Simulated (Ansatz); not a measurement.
Ansatz (an electronic-structure program) input (B3LYP-D3(BJ)/def2-TZVP):

Ansatz 0.2 input:
```yaml
crystal:
  periodic: [false, false, false]
  atoms:
    - {symbol: Mg, position_ang: [-0.00000000, -0.00000000, -2.12540836]}
    - {symbol: I, position_ang: [0.00000000, 0.00000000, 0.48122453]}
basis:
  gaussian:
    orbitals: def2-TZVP
hamiltonian:
  xc: b3lyp
  dispersion: d3bj
magnetization: {spin_polarized: true, initial_magnetization: 1}
phonons: {temperatures: {t_min: 298.15, t_max: 298.15, t_step: 100}}
```

Output:

```
Functional definition: B3LYP
integrals: 0.02 GiB planned
699 factors; their error is unknown
mean field: 0.30 GiB planned
mean field evaluation 1: about -13548.7381 eV, gradient 9.2e0 eV
mean field evaluation 2: about -13548.0479 eV, gradient 1.5e1 eV
mean field evaluation 4: about -13549.5606 eV, gradient 6.9e-1 eV
mean field evaluation 8: about -13549.8011 eV, gradient 6.2e-2 eV
mean field -13549.80117840 eV, -497.9460089212 hartree, gradient 3.6e-5 eV, S^2 0.751174; 0 other end points of the search recorded, 0 dependent functions left out
the calculation of the forces begins
reference -13549.80135888 eV, -497.9460155536 hartree; 19, 18 occupied and 63, 64 virtual orbitals, 699 factors
these checks for a lower state are left out or cut short: stability, starts, cluster_reference, orbital_swaps, neighbouring_geometries, increment
integrals: 0.02 GiB planned
699 factors; their error is unknown
mean field: 0.30 GiB planned
mean field evaluation 16: about -13549.5628 eV, gradient 4.0e-1 eV
mean field -13549.80117841 eV, -497.9460089215 hartree, gradient 1.8e-6 eV, S^2 0.751173; 0 other end points of the search recorded, 0 dependent functions left out
the calculation of the forces begins
reference -13549.80135889 eV, -497.9460155540 hartree; 19, 18 occupied and 63, 64 virtual orbitals, 699 factors
these checks for a lower state are left out or cut short: stability, starts, cluster_reference, orbital_swaps, neighbouring_geometries, increment
integrals: 0.02 GiB planned
699 factors; their error is unknown
mean field: 0.30 GiB planned
mean field -13549.80117841 eV, -497.9460089215 hartree, gradient 1.8e-6 eV, S^2 0.751173; 0 other end points of the search recorded, 0 dependent functions left out
the calculation of the forces begins
reference -13549.80135889 eV, -497.9460155540 hartree; 19, 18 occupied and 63, 64 virtual orbitals, 699 factors
these checks for a lower state are left out or cut short: stability, starts, cluster_reference, orbital_swaps, neighbouring_geometries, increment
integrals: 0.02 GiB planned
699 factors; their error is unknown
mean field: 0.30 GiB planned
mean field evaluation 32: about -13549.5628 eV, gradient 4.0e-1 eV
mean field -13549.80117841 eV, -497.9460089215 hartree, gradient 1.8e-6 eV, S^2 0.751173; 0 other end points of the search recorded, 0 dependent functions left out
the calculation of the forces begins
reference -13549.80135889 eV, -497.9460155540 hartree; 19, 18 occupied and 63, 64 virtual orbitals, 699 factors
these checks for a lower state are left out or cut short: stability, starts, cluster_reference, orbital_swaps, neighbouring_geometries, increment
integrals: 0.02 GiB planned
699 factors; their error is unknown
mean field: 0.30 GiB planned
mean field -13549.80117841 eV, -497.9460089215 hartree, gradient 1.8e-6 eV, S^2 0.751173; 0 other end points of the search recorded, 0 dependent functions left out
the calculation of the forces begins
reference -13549.80135889 eV, -497.9460155540 hartree; 19, 18 occupied and 63, 64 virtual orbitals, 699 factors
these checks for a lower state are left out or cut short: stability, starts, cluster_reference, orbital_swaps, neighbouring_geometries, increment
integrals: 0.02 GiB planned
699 factors; their error is unknown
mean field: 0.30 GiB planned
mean field -13549.80113821 eV, -497.9460074442 hartree, gradient 1.8e-6 eV, S^2 0.751168; 0 other end points of the search recorded, 0 dependent functions left out
the calculation of the forces begins
reference -13549.80131864 eV, -497.9460140747 hartree; 19, 18 occupied and 63, 64 virtual orbitals, 699 factors
these checks for a lower state are left out or cut short: stability, starts, cluster_reference, orbital_swaps, neighbouring_geometries, increment
integrals: 0.02 GiB planned
699 factors; their error is unknown
mean field: 0.30 GiB planned
mean field -13549.80117729 eV, -497.9460088802 hartree, gradient 1.8e-6 eV, S^2 0.751179; 0 other end points of the search recorded, 0 dependent functions left out
the calculation of the forces begins
reference -13549.80135782 eV, -497.9460155145 hartree; 19, 18 occupied and 63, 64 virtual orbitals, 699 factors
these checks for a lower state are left out or cut short: stability, starts, cluster_reference, orbital_swaps, neighbouring_geometries, increment
integrals: 0.02 GiB planned
699 factors; their error is unknown
mean field: 0.30 GiB planned
mean field evaluation 64: about -13549.5628 eV, gradient 4.0e-1 eV
mean field -13549.80117841 eV, -497.9460089215 hartree, gradient 1.8e-6 eV, S^2 0.751173; 0 other end points of the search recorded, 0 dependent functions left out
the calculation of the forces begins
reference -13549.80135889 eV, -497.9460155540 hartree; 19, 18 occupied and 63, 64 virtual orbitals, 699 factors
these checks for a lower state are left out or cut short: stability, starts, cluster_reference, orbital_swaps, neighbouring_geometries, increment
integrals: 0.02 GiB planned
699 factors; their error is unknown
mean field: 0.30 GiB planned
mean field -13549.80117841 eV, -497.9460089215 hartree, gradient 1.8e-6 eV, S^2 0.751173; 0 other end points of the search recorded, 0 dependent functions left out
the calculation of the forces begins
reference -13549.80135889 eV, -497.9460155540 hartree; 19, 18 occupied and 63, 64 virtual orbitals, 699 factors
these checks for a lower state are left out or cut short: stability, starts, cluster_reference, orbital_swaps, neighbouring_geometries, increment
integrals: 0.02 GiB planned
699 factors; their error is unknown
mean field: 0.30 GiB planned
mean field -13549.80117841 eV, -497.9460089215 hartree, gradient 1.8e-6 eV, S^2 0.751173; 0 other end points of the search recorded, 0 dependent functions left out
the calculation of the forces begins
reference -13549.80135889 eV, -497.9460155540 hartree; 19, 18 occupied and 63, 64 virtual orbitals, 699 factors
these checks for a lower state are left out or cut short: stability, starts, cluster_reference, orbital_swaps, neighbouring_geometries, increment
integrals: 0.02 GiB planned
699 factors; their error is unknown
mean field: 0.30 GiB planned
mean field -13549.80117841 eV, -497.9460089215 hartree, gradient 1.8e-6 eV, S^2 0.751173; 0 other end points of the search recorded, 0 dependent functions left out
the calculation of the forces begins
reference -13549.80135889 eV, -497.9460155540 hartree; 19, 18 occupied and 63, 64 virtual orbitals, 699 factors
these checks for a lower state are left out or cut short: stability, starts, cluster_reference, orbital_swaps, neighbouring_geometries, increment
integrals: 0.02 GiB planned
699 factors; their error is unknown
mean field: 0.30 GiB planned
mean field evaluation 96: about -13549.5628 eV, gradient 4.0e-1 eV
mean field -13549.80117729 eV, -497.9460088802 hartree, gradient 1.8e-6 eV, S^2 0.751179; 0 other end points of the search recorded, 0 dependent functions left out
the calculation of the forces begins
reference -13549.80135782 eV, -497.9460155145 hartree; 19, 18 occupied and 63, 64 virtual orbitals, 699 factors
these checks for a lower state are left out or cut short: stability, starts, cluster_reference, orbital_swaps, neighbouring_geometries, increment
integrals: 0.02 GiB planned
699 factors; their error is unknown
mean field: 0.30 GiB planned
mean field -13549.80113821 eV, -497.9460074442 hartree, gradient 1.8e-6 eV, S^2 0.751168; 0 other end points of the search recorded, 0 dependent functions left out
the calculation of the forces begins
reference -13549.80131864 eV, -497.9460140747 hartree; 19, 18 occupied and 63, 64 virtual orbitals, 699 factors
Total energy: -13549.91610310 eV, -497.9502323260 hartree
Atom 0 at    -0.000000    -0.000000    -2.125408 Å, force    -0.000000     0.000000    -0.000951 eV/Å
Atom 1 at     0.000000     0.000000     0.481225 Å, force     0.000000    -0.000000     0.000951 eV/Å
Dipole moment:    -0.000000    -0.000000    -0.704361 e Å
Vibrations: 297.19 cm⁻¹, zero-point energy 0.018424 eV
```
